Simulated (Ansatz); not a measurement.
Cost and result for the atomization energy of CH3GeNS, SMILES `S=[C]1[NH][GeH2]1` (7 atoms, 7 bonds).

| atom | x (Å) | y (Å) | z (Å) |
| --- | --- | --- | --- |
| S1 | 0.509 | 0.884 | 2.439 |
| C2 | 0.256 | 0.364 | 0.939 |
| N3 | 0.848 | 0.273 | -0.234 |
| Ge4 | -0.868 | -0.474 | -0.457 |
| H5 | 1.785 | 0.581 | -0.470 |
| H6 | -1.727 | 0.344 | -1.432 |
| H7 | -0.803 | -1.972 | -0.785 |

Charge 0, multiplicity 1. Correlated methods include outer-core shells of Ge, which these sets cover unevenly. Scalar relativity is left out up to krypton. Geometry: relaxed with PBE0-D4/def2-TZVP. Program: Ansatz. All runs use 2 threads of an Arm Neoverse V1 on a shared host. Times are those of one run each, without the atoms' runs, and a repeat can differ threefold. Electronic energies, without spin–orbit coupling; frozen cores. CCSD(T)/CBS adds CCSD(T) − MP2 in def2-TZVPP to the MP2 limit, and its time is that of the two runs behind it. T1 = 0.017. With those shells the extrapolation isn't a true limit.

CCSD(T)/CBS is a level of theory with its own doubt, some kJ/mol a heavy atom from the limit and from the frozen cores, so smaller differences don't rank the functionals.

| level | functions | wall time |
| --- | --- | --- |
| LDA (SPW92)/def2-TZVPP | 194 | 1.6 s |
| revPBE-D4/def2-TZVPP | 194 | 2.7 s |
| PBE-D4/def2-TZVPP (with forces) | 194 | 3.2 s |
| PBE0-D4/def2-TZVPP | 194 | 4.2 s |
| BHLYP-D4/def2-TZVPP | 194 | 4.4 s |
| CCSD(T)/def2-SVP | 93 | 5.5 s |
| r2SCAN-D4/def2-TZVPP (with forces) | 194 | 7 s |
| r2SCANh-D4/def2-TZVPP | 194 | 7.5 s |
| PBE-QIDH/def2-TZVPP | 194 | 7.5 s |
| ωB97M-V/def2-TZVPP (with forces) | 194 | 16 s |
| MP2/def2-QZVPP | 363 | 26 s |
| CCSD(T)/def2-TZVPP | 194 | 110 s |
| CCSD(T)/CBS(def2) | – | 2.3 min |

What atomization energy does each give, and how far from CCSD(T)/CBS? (Estimate.)

Computed: 
| level | atomization (kcal/mol) | difference from CCSD(T)/CBS | per bond |
| --- | --- | --- | --- |
| LDA (SPW92)/def2-TZVPP | 649.4 | 112.2 | 16.0 |
| revPBE-D4/def2-TZVPP | 546.9 | 9.7 | 1.4 |
| PBE-D4/def2-TZVPP (with forces) | 565.0 | 27.8 | 4.0 |
| PBE0-D4/def2-TZVPP | 543.0 | 5.8 | 0.8 |
| BHLYP-D4/def2-TZVPP | 509.3 | -27.9 | -4.0 |
| CCSD(T)/def2-SVP | 491.4 | -45.8 | -6.5 |
| r2SCAN-D4/def2-TZVPP (with forces) | 544.6 | 7.4 | 1.0 |
| r2SCANh-D4/def2-TZVPP | 537.1 | -0.1 | 0.0 |
| PBE-QIDH/def2-TZVPP | 533.2 | -4.0 | -0.6 |
| ωB97M-V/def2-TZVPP (with forces) | 538.3 | 1.1 | 0.1 |
| MP2/def2-QZVPP | 543.8 | 6.6 | 0.9 |
| CCSD(T)/def2-TZVPP | 518.6 | -18.6 | -2.7 |
| CCSD(T)/CBS(def2) | 537.2 | 0.0 | 0.0 |

From PBE to PBE0 (25 % exact exchange), in def2-TZVPP and without D4, the atomization energy moves by −21.3 kcal/mol: exact exchange takes away binding that semilocal exchange gives to molecules. In def2-TZVPP, CCSD(T) changes the Hartree–Fock value by +191.7 kcal/mol (the triples alone add +16.9 kcal/mol) and MP2 by +205.9 kcal/mol; breaking electron pairs costs correlation energy, which Hartree–Fock lacks. The D4 term adds +6.4 kcal/mol with B3LYP and +3.3 kcal/mol with PBE0; it sums over pairs of atoms, weighted by their polarisabilities, and B3LYP, whose exchange is more repulsive, gets the larger term.

B3LYP here is the variant with VWN-RPA as its local correlation; programs differ in this.
